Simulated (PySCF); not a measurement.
## Ru⁻ (ruthenium, charge -1) across methods

[Kr] 4d7 5s2, high-spin 4F determinant. Calculation: PySCF 2.14, in aug-cc-pwCVTZ-DK (11s10p8d4f3g, 136 functions); the spin-free X2C one-electron Hamiltonian (Gaussian nucleus).

| method | E (hartree) | mean ε 5s α (eV) | mean ε 5s β (eV) | mean ε 4d β (eV) | Σ⟨r²⟩ (bohr²) | ⟨S²⟩ |
| --- | --- | --- | --- | --- | --- | --- |
| r2SCAN | -4530.24 | 0.287 | 0.931 | 0.960 | 86.37 | 3.821 |
| UHF | -4527.85303 | -1.880 | 0.060 | -4.534 | 111.3 | 4.044 |
| PBE | -4529.86 | 0.474 | 1.053 | 1.123 | 86.47 | 3.787 |
| PBE0 | -4529.91 | -0.058 | 0.620 | -0.205 | 87.04 | 3.793 |
| LDA | -4525.21 | 0.356 | 0.904 | 1.190 | 83.78 | 3.778 |

⟨S²⟩ = 3.82 against 3.75 shows spin contamination. At r2SCAN the highest occupied level has a positive energy, so only the finite basis holds that electron; in a semilocal or global hybrid functional this comes from self-interaction and does not mean that the real anion is unbound.

The highest occupied level is positive at r2SCAN, UHF, PBE, PBE0, LDA: only the finite basis holds that electron, at UHF too, so the state is unbound at these levels.
